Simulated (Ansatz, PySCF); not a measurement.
Molecule: sum formula SiOBr, charge 0, multiplicity 2. It need not be the lowest isomer of its formula. SMILES: O=[Si]Br
Geometry: optimised at B3LYP-D3(BJ)/def2-TZVP (Ansatz, a quantum-chemistry and plane-wave program).

Wanted: vertical ionisation energy (to the singlet state of charge +1; each state is the SCF solution reached for its spin; for the singlet the Hartree-Fock reference is unstable and T1 is 0.027), in eV. Cores are frozen in the correlated levels unless marked. UHF or UKS for open shells. No spin-orbit coupling. The frozen core is the preceding noble-gas configuration, with the filled d and f shells of earlier blocks. Non-relativistic. CBS(X,Y): correlation extrapolated as X^-3; Hartree-Fock from the larger set. [CCSD(T)-MP2]/basis is that difference in the basis named.

```csv
level,program,vertical ionisation energy (eV),minus last row
HF/def2-SVPD,Ansatz,10.24,0.34
HF/def2-TZVPPD,Ansatz,10.14,0.24
HF/def2-QZVPPD,Ansatz,10.13,0.23
PBE/def2-TZVPD,Ansatz,9.86,-0.04
B3LYP/def2-TZVPD,Ansatz,10.10,0.20
wB97X-V/def2-TZVPD,Ansatz,10.17,0.27
B2PLYP/def2-TZVPD,Ansatz,9.88,-0.02
MP2/def2-SVPD,Ansatz,9.73,-0.17
RI-MP2/def2-TZVPPD,Ansatz,9.72,-0.18
SCS-MP2/def2-SVPD,Ansatz,9.68,-0.22
SCS-MP2/def2-TZVPPD,Ansatz,9.66,-0.24
CCSD/def2-SVPD,Ansatz,9.91,0.01
CCSD(T)/def2-SVPD,Ansatz,9.78,-0.12
"RI-MP2/CBS(def2-TZVPPD,def2-QZVPPD)+[CCSD(T)-MP2]/def2-SVPD",Ansatz,9.86,-0.04
"RI-MP2/CBS(def2-TZVPPD,def2-QZVPPD)+[CCSD(T)-MP2]/def2-TZVPPD",Ansatz,9.90,0.00
```

For comparison, minus the highest occupied orbital energy (PySCF): 7.89 eV at PW6B95/def2-TZVPD, 11.08 eV at HF/def2-TZVPD, 7.26 eV at TPSSh/def2-TZVPD.
